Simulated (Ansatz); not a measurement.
Gas-phase electronic energies from Ansatz, PBE0-D4/def2-TZVP geometries. CCSD(T)/CBS is the MP2 limit (def2-TZVPP, def2-QZVPP) plus CCSD(T) − MP2 in def2-TZVPP, frozen cores. This one scheme is used for every species. Functionals use def2-TZVPP. B3LYP here is the variant with VWN-RPA as its local correlation; programs differ in this. def2 core potentials past Kr. For Sn outer-core shells are correlated without core-valence functions, which leaves a few kJ/mol of doubt a bond.

Consider the formal exchange of groups at a C–Sn bond: `F[C](F)(F)[SnH3]` + `O=CF` → `O=C(F)C(F)(F)F` + `[SnH4]`.

CCSD(T)/CBS gives +4.3 kcal/mol.

(1) Another level gave +2.6 kcal/mol. Which?
A. B3LYP-D4/def2-TZVPP
B. BHLYP-D4/def2-TZVPP
C. r2SCAN0-D4/def2-TZVPP
D. LDA (SPW92)/def2-TZVPP

Largest T1 diagnostic among the species: 0.016.

## Answers

(1) B. BHLYP-D4 2.6, LDA (SPW92) -0.1, B3LYP-D4 4.2, r2SCAN0-D4 1.0 kcal/mol.

At CCSD(T), def2-SVP lies −6.3 kcal/mol from the extrapolated value and def2-TZVPP −2.2 kcal/mol. Leaving LDA and LC-ωPBE aside and taking each functional with its dispersion term where it has one, the values, not all of them listed here, spread over 6.6 kcal/mol, from B97M-V to BLYP-D4. LDA lies −4.0 kcal/mol from PBE without D4.
